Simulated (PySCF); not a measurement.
AlBFH2 (calculated)

All values are calculated (PySCF 2.14.0). Calculation on a computer-drawn molecule: vertical ionisation energy to the stated ion spin, frozen-core CCSD(T) at the basis limit and cheaper methods, single-reference cases, UHF for radicals, no spin-orbit; all values are single points at the evaluated structure, the first of each entry, which is the reference or a displaced copy of it and isn't optimised; the reference structure only sets the zero of the energies above reference; triples share is (T) over the correlation energy.

Entry: AlBFH2

Evaluated structure:
```xyz
5
AlBFH2
F      0.4289     1.1764     2.5540
B      0.5853     1.9575     1.6373
Al    -0.0646     1.2764    -0.5756
H      0.9175     3.2340     1.8299
H     -0.4788     0.7459    -2.0956
```

Reference structure:
```xyz
5
AlBFH2
F      0.4883     1.1771     2.5800
B      0.5554     2.0790     1.6455
Al    -0.0289     1.3485    -0.3616
H      0.8980     3.2005     1.8341
H     -0.4352     0.8486    -1.7729
```

| Property | Result |
| --- | --- |
| charge | 1 |
| multiplicity | 1 |
| ion multiplicity | 2 |
| diffuse functions | no |
| basis | cc-pV(n+d)Z |
| reference is | the Hartree-Fock double-zeta minimum |
| best is | HF at quadruple zeta + MP2 correlation extrapolated from triple and quadruple zeta + CCSD(T) minus MP2 at triple zeta |
| basis step is | the size of the change from the same recipe one zeta lower |
| ionisation energy best | 15.77 eV |
| ionisation energy basis step | 0.02353 eV |
| energy above reference best | 12.83 kcal/mol |
| energy above reference basis step | 0.7406 kcal/mol |
| ionisation energy Koopmans at triple zeta | 15.77 eV |
| ionisation energy EOM CCSD at triple zeta | 15.74 eV |
| total energy HF triple zeta | -366.9927 hartree |
| total energy CCSD(T) triple zeta | -367.4220 hartree |
| total energy best | -367.4900 hartree |
| T1 diagnostic at triple zeta | 0.01464 |
| D1 diagnostic at triple zeta | 0.03699 |
| ion T1 diagnostic at triple zeta | 0.02708 |
| ion D1 diagnostic at triple zeta | 0.07586 |
| ion spin squared at triple zeta | 0.8458 |
| triples share at triple zeta | 0.03012 |
| basis functions triple zeta | 127 |

Drawn bonds:
```tsv
atom	other atom	order
1	2	1
2	3	1
2	4	1
3	5	1
```

Triple zeta:
```tsv
method	ionisation energy (eV)	energy above reference (kcal/mol)
HF	14.89	12.71
PBE	15.36	10.84
r2SCAN	15.39	11.7
B3LYP	15.56	12.12
wB97X	15.61	13.59
MP2	15.62	14.06
CCSD	15.65	13
CCSD(T)	15.65	12.9
```
